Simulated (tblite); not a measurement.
Species: C₅H₃ClOS.
Atom-mapped SMILES: `[O:1]=[C:2]([Cl:3])[c:4]1[cH:5][cH:6][s:7][cH:8]1` (hydrogens: H9 on C5; H10 on C6; H11 on C8)

Computed with GFN2-xTB (tblite), gas phase: L-BFGS steps from a force-field or distance-geometry start until the largest atomic force falls under 0.01 eV/Å.

The end geometry, which sets the zero of energy:
```
atom  x, y, z in Å
O1     -2.1161   -1.6091    0.1394
C2     -1.7411   -0.5084   -0.1095
Cl3    -2.9277    0.7199   -0.6152
C4     -0.3860   -0.0005   -0.0572
C5      0.7049   -0.8369    0.3295
C6      1.8861   -0.1814    0.3163
S7      1.7056    1.4661   -0.1651
C8      0.0258    1.2756   -0.3519
H9      0.5741   -1.8690    0.5966
H10     2.8612   -0.5543    0.5582
H11    -0.5812    2.1006   -0.6671
```

Task: These geometries come from the run, each turned onto the end geometry. Order them by energy, lowest first.
A.
```
atom  x, y, z in Å
O1     -2.0680   -1.6028    0.1455
C2     -1.7536   -0.4811   -0.1222
Cl3    -2.9831    0.7063   -0.6180
C4     -0.3901    0.0067   -0.0626
C5      0.6975   -0.8395    0.3322
C6      1.8801   -0.1860    0.3148
S7      1.7145    1.4667   -0.1670
C8      0.0362    1.2764   -0.3475
H9      0.5814   -1.8845    0.6017
H10     2.8559   -0.5589    0.5606
H11    -0.5651    2.0993   -0.6635
```
B.
```
atom  x, y, z in Å
O1     -2.0423   -1.5763    0.1422
C2     -1.7813   -0.4947   -0.1235
Cl3    -2.9853    0.7084   -0.6186
C4     -0.4040    0.0044   -0.0655
C5      0.7023   -0.8580    0.3402
C6      1.8802   -0.1869    0.3142
S7      1.7212    1.4839   -0.1714
C8      0.0361    1.2684   -0.3437
H9      0.5829   -1.8854    0.6017
H10     2.8598   -0.5597    0.5617
H11    -0.5640    2.0986   -0.6633
```
C.
```
atom  x, y, z in Å
O1     -2.0608   -1.6066    0.1478
C2     -1.7576   -0.4711   -0.1261
Cl3    -2.9855    0.7081   -0.6187
C4     -0.4031    0.0090   -0.0659
C5      0.7032   -0.8510    0.3373
C6      1.8802   -0.1846    0.3140
S7      1.7163    1.4727   -0.1687
C8      0.0374    1.2725   -0.3454
H9      0.5821   -1.8849    0.6017
H10     2.8577   -0.5595    0.5612
H11    -0.5643    2.0981   -0.6631
```
D.
```
atom  x, y, z in Å
O1     -2.0794   -1.6007    0.1428
C2     -1.7444   -0.4914   -0.1170
Cl3    -2.9778    0.7032   -0.6167
C4     -0.3855    0.0088   -0.0614
C5      0.6953   -0.8386    0.3301
C6      1.8813   -0.1855    0.3155
S7      1.7132    1.4603   -0.1650
C8      0.0362    1.2798   -0.3496
H9      0.5804   -1.8769    0.5998
H10     2.8539   -0.5588    0.5602
H11    -0.5675    2.1024   -0.6646
```
E.
```
atom  x, y, z in Å
O1     -2.0979   -1.6050    0.1406
C2     -1.7364   -0.5015   -0.1113
Cl3    -2.9624    0.6982   -0.6135
C4     -0.3847    0.0101   -0.0602
C5      0.6979   -0.8364    0.3277
C6      1.8818   -0.1873    0.3170
S7      1.7153    1.4592   -0.1636
C8      0.0342    1.2833   -0.3527
H9      0.5763   -1.8667    0.5967
H10     2.8534   -0.5605    0.5603
H11    -0.5718    2.1093   -0.6670
```

Result: E (0.005 eV), D (0.014 eV), A (0.028 eV), C (0.062 eV), B (0.191 eV).

In the order of the answer:

```csv
step,E above end (eV),largest force (eV/Å),rms force component (eV/Å),rms distance from end (Å),rms bond change (Å),bond most changed (Å)
6,0.005,0.18,0.060,0.016,0.002,C2–Cl3 +0.006
4,0.014,0.33,0.104,0.022,0.004,C2–Cl3 +0.007
3,0.028,0.67,0.178,0.027,0.005,C5–H9 +0.011
2,0.062,1.49,0.413,0.031,0.012,C4–C5 +0.030
1,0.191,4.80,1.177,0.036,0.019,O1=C2 -0.045
```

Hardware: one thread, x86-64 server, shared host.
